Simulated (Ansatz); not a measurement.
Stepwise reaction of `B[SeH]` with hydrogen chloride, as a gas-phase model of exchange steps in deposition or etching. ΔE in kJ/mol; ΔG adds harmonic PBE0-D4 terms to CCSD(T)/CBS, at 1 bar.

Calculated with Ansatz (gas phase, PBE0-D4/def2-TZVP geometries, no zero-point term in ΔE). CBS: MP2 limit from def2 TZ/QZ plus the TZ coupled-cluster correction, frozen cores. This one scheme is used for every species. Functionals use def2-TZVPP. B3LYP here is the variant with VWN-RPA as its local correlation; programs differ in this. For Se outer-core shells are correlated without core-valence functions, which leaves a few kJ/mol of doubt a bond. Scalar relativity is left out up to krypton. One conformer a species, not always the lowest.

```json
{"step": "2", "reaction": "`ClB[SeH]` + HCl → `ClB(Cl)[SeH]` + H₂", "PBE-D4": "-60.9", "B3LYP-D4": "-54.8", "ωB97M-V": "-55.0", "CCSD(T)/CBS": "-53.4", "ΔG(600 K)": "-47.6"}
```

Give the row of step 1, `B[SeH]` + HCl → `ClB[SeH]` + H₂. (Best estimate.)

Computed: 
| step | reaction | PBE-D4 | B3LYP-D4 | ωB97M-V | CCSD(T)/CBS | ΔG(600 K) |
| --- | --- | --- | --- | --- | --- | --- |
| 1 | `B[SeH]` + HCl → `ClB[SeH]` + H₂ | -68.5 | -62.1 | -61.9 | -61.0 | -55.9 |

By hand: ΔE of the 2 steps together at CCSD(T)/CBS.

(-61.0) + (-53.4) = -114.4 kJ/mol, or -57.2 kJ/mol a step.

In ΔE each step is higher than the one before. All are downhill at CCSD(T)/CBS. ΔG lies between -55.9 and -47.6 kJ/mol a step. PBE-D4 differs from CCSD(T)/CBS by -7.5 to -7.5 kJ/mol a step. Isolated molecules leave out the surface, adducts and barriers. Largest T1 diagnostic: 0.013.
